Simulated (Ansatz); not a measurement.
Born–Oppenheimer molecular dynamics of F$_{2}$GeH$_{2}$ (5 atoms, charge 0, multiplicity 1). It starts from a relaxed structure.

The calculation used RKS PBE/def2-SVP in Ansatz 0.2.0.

- ensemble: NVT, Nosé–Hoover chain
- time step: 0.5 fs
- steps asked: 150
- set temperature: 700 K
- thermostat: time constant 20 fs, chain length 3
- seed: 716679

Frames 2.5 fs apart, positions in Å, forces in eV/Å.

Velocities at 10.0 fs (Å/ps):

```
Ge 1.54 1.63 -1.40
F -4.21 -5.65 -1.42
H -0.76 9.15 -6.74
H -5.21 -2.50 4.85
F -1.35 -0.94 6.88
```

```xyz
5
Properties=species:S:1:pos:R:3:forces:R:3 time_fs=10.0 energy_less_start_eV=0.141 T=351
Ge 0.056 0.079 -0.064 -1.68 -0.78 0.71
F -0.047 -0.053 1.690 0.47 0.11 -0.22
H 1.510 -0.015 -0.547 0.06 0.10 -0.06
H -1.012 1.184 -0.327 0.54 0.06 -0.30
F -0.825 -1.406 -0.501 0.61 0.51 -0.14
5
Properties=species:S:1:pos:R:3:forces:R:3 time_fs=12.5 energy_less_start_eV=0.160 T=314
Ge 0.059 0.083 -0.068 -1.72 -0.92 0.79
F -0.057 -0.067 1.686 0.53 0.16 -0.24
H 1.510 0.011 -0.566 0.05 0.06 -0.03
H -1.010 1.180 -0.324 0.47 0.14 -0.32
F -0.827 -1.407 -0.484 0.67 0.55 -0.21
5
Properties=species:S:1:pos:R:3:forces:R:3 time_fs=15.0 energy_less_start_eV=0.160 T=332
Ge 0.061 0.086 -0.070 -1.46 -1.08 0.81
F -0.066 -0.081 1.682 0.57 0.23 -0.23
H 1.513 0.041 -0.586 -0.03 0.01 0.04
H -0.979 1.184 -0.341 0.25 0.30 -0.33
F -0.828 -1.407 -0.468 0.67 0.54 -0.28
5
Properties=species:S:1:pos:R:3:forces:R:3 time_fs=17.5 energy_less_start_eV=0.151 T=385
Ge 0.062 0.088 -0.072 -1.16 -1.09 0.75
F -0.072 -0.094 1.676 0.57 0.30 -0.20
H 1.514 0.073 -0.605 -0.08 -0.07 0.11
H -0.931 1.207 -0.377 0.06 0.37 -0.29
F -0.826 -1.405 -0.451 0.61 0.49 -0.37
5
Properties=species:S:1:pos:R:3:forces:R:3 time_fs=20.0 energy_less_start_eV=0.140 T=458
Ge 0.062 0.089 -0.074 -1.04 -0.79 0.61
F -0.078 -0.108 1.669 0.55 0.39 -0.14
H 1.511 0.101 -0.618 -0.06 -0.16 0.15
H -0.877 1.252 -0.433 0.05 0.17 -0.15
F -0.822 -1.401 -0.435 0.50 0.39 -0.47
5
Properties=species:S:1:pos:R:3:forces:R:3 time_fs=22.5 energy_less_start_eV=0.149 T=498
Ge 0.060 0.090 -0.075 -0.99 -0.28 0.40
F -0.082 -0.120 1.662 0.50 0.48 -0.04
H 1.504 0.122 -0.624 0.05 -0.25 0.16
H -0.817 1.309 -0.500 0.11 -0.19 0.07
F -0.816 -1.396 -0.419 0.33 0.23 -0.59
5
Properties=species:S:1:pos:R:3:forces:R:3 time_fs=25.0 energy_less_start_eV=0.185 T=478
Ge 0.058 0.091 -0.076 -0.78 0.19 0.18
F -0.084 -0.133 1.654 0.45 0.57 0.12
H 1.500 0.129 -0.620 0.15 -0.31 0.16
H -0.745 1.359 -0.569 0.07 -0.47 0.27
F -0.809 -1.390 -0.405 0.11 0.01 -0.72
5
Properties=species:S:1:pos:R:3:forces:R:3 time_fs=27.5 energy_less_start_eV=0.230 T=440
Ge 0.055 0.092 -0.076 -0.27 0.43 0.02
F -0.085 -0.144 1.645 0.38 0.66 0.31
H 1.505 0.117 -0.605 0.16 -0.35 0.17
H -0.664 1.386 -0.627 -0.12 -0.48 0.36
F -0.801 -1.383 -0.391 -0.14 -0.26 -0.86
5
Properties=species:S:1:pos:R:3:forces:R:3 time_fs=30.0 energy_less_start_eV=0.274 T=404
Ge 0.052 0.093 -0.077 0.47 0.36 -0.02
F -0.085 -0.154 1.637 0.30 0.75 0.53
H 1.519 0.082 -0.579 0.05 -0.34 0.19
H -0.583 1.386 -0.669 -0.41 -0.21 0.31
F -0.792 -1.377 -0.379 -0.42 -0.56 -1.00
5
Properties=species:S:1:pos:R:3:forces:R:3 time_fs=32.5 energy_less_start_eV=0.322 T=353
Ge 0.048 0.095 -0.078 1.23 0.07 0.05
F -0.084 -0.163 1.630 0.21 0.83 0.73
H 1.537 0.024 -0.538 -0.11 -0.25 0.18
H -0.520 1.374 -0.696 -0.66 0.17 0.16
F -0.785 -1.371 -0.369 -0.68 -0.83 -1.13
5
Properties=species:S:1:pos:R:3:forces:R:3 time_fs=35.0 energy_less_start_eV=0.357 T=324
Ge 0.045 0.097 -0.079 1.70 -0.12 0.12
F -0.082 -0.170 1.625 0.12 0.90 0.91
H 1.551 -0.057 -0.482 -0.23 -0.08 0.10
H -0.490 1.370 -0.714 -0.69 0.31 0.09
F -0.778 -1.368 -0.362 -0.90 -1.02 -1.22
5
Properties=species:S:1:pos:R:3:forces:R:3 time_fs=37.5 energy_less_start_eV=0.371 T=342
Ge 0.044 0.100 -0.080 1.72 -0.08 0.11
F -0.080 -0.174 1.621 0.03 0.96 1.02
H 1.553 -0.148 -0.415 -0.24 0.14 -0.05
H -0.500 1.383 -0.728 -0.48 0.05 0.20
F -0.774 -1.368 -0.359 -1.03 -1.07 -1.27
```

Of the whole run (75 fs, mean temperature of the second half 752 K): The conserved energy stayed within 0.079 meV per atom of its start (net change 0.062 meV per atom), so the integration is sound. A run of 0.075 ps of so small a system gives no equilibrium averages.

The run took 2.8 min on 1 thread of Arm Neoverse V2 (shared host), peak memory 0.11 GiB.
